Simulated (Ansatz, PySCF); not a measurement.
Gas-phase reaction (SMILES): FC1(F)CCO1 [2,2-difluorooxetane] + 5 C (CH4) + O (H2O) -> 2 CC (C2H6) + 2 CF (CH3F) [fluoromethane] + 2 CO (CH4O) [methanol]; bond separation energy.

Structures are relaxed separately at B3LYP-D3(BJ)/def2-TZVP in Ansatz (a program for electronic structure), one conformer each, not searched for the lowest. Correlated levels leave the core frozen unless marked. No spin-orbit coupling. Non-relativistic. CBS marks a two-point X^-3 extrapolation of the correlation energy; Hartree-Fock from the larger set. [CCSD(T)-MP2]/basis is that difference in the basis named. Thermal terms are rigid-rotor harmonic-oscillator values from B3LYP-D3(BJ) frequencies (Ansatz or PySCF) at 298.15 K and 1 atm. 1 Eh = 627.5095 kcal/mol.

| species | E, RI-MP2/CBS(cc-pVTZ,cc-pVQZ)+[CCSD(T)-MP2]/cc-pVTZ (Ansatz) (Eh) | E, B3LYP-D3(BJ)/def2-TZVPD (Ansatz + dftd3) (Eh) | H - E (Eh) | G - E (Eh) |
|---|---|---|---|---|
| FC1(F)CCO1 | -391.28564 | -391.79350 | 0.07742 | 0.04250 |
| C (CH4) | -40.46125 | -40.53958 | 0.04840 | 0.02728 |
| CC (C2H6) | -79.71807 | -79.86964 | 0.07887 | 0.05302 |
| CF (CH3F) | -139.63110 | -139.81090 | 0.04297 | 0.01769 |
| CO (CH4O) | -115.61425 | -115.78119 | 0.05533 | 0.02827 |
| O (H2O) | -76.37659 | -76.46738 | 0.02495 | 0.00353 |

Work out ΔE and ΔH, ΔG, ΔS and the equilibrium constant at 298.15 K at the first level, then ΔH at the second.


1. ΔE = [2×(-79.71807) + 2×(-139.63110) + 2×(-115.61425)] - [(-391.28564) + 5×(-40.46125) + (-76.37659)] = 0.04164 Eh = 26.1 kcal/mol at RI-MP2/CBS(cc-pVTZ,cc-pVQZ)+[CCSD(T)-MP2]/cc-pVTZ.
2. The terms H - E add up to 0.00997 Eh, so ΔH = (0.04164 + (0.00997))×627.5095 = 32.4 kcal/mol.
3. The terms G - E add up to 0.01553 Eh, so ΔG = 35.9 kcal/mol, and ΔS = (0.00997 - (0.01553))×627509.5/298.15 = -11.7 cal/(mol K).
4. log10 K = -ΔG/(RT ln 10) = -26.3, with RT ln 10 = 1.3642 kcal/mol.
5. At B3LYP-D3(BJ)/def2-TZVPD the same steps give ΔE = 22.2 and ΔH = 28.4 kcal/mol, a shift of -4.0 from the first level.
6. These values are not checked against measurement here, since the tables used lack a sound gas-phase enthalpy of formation for at least one species.
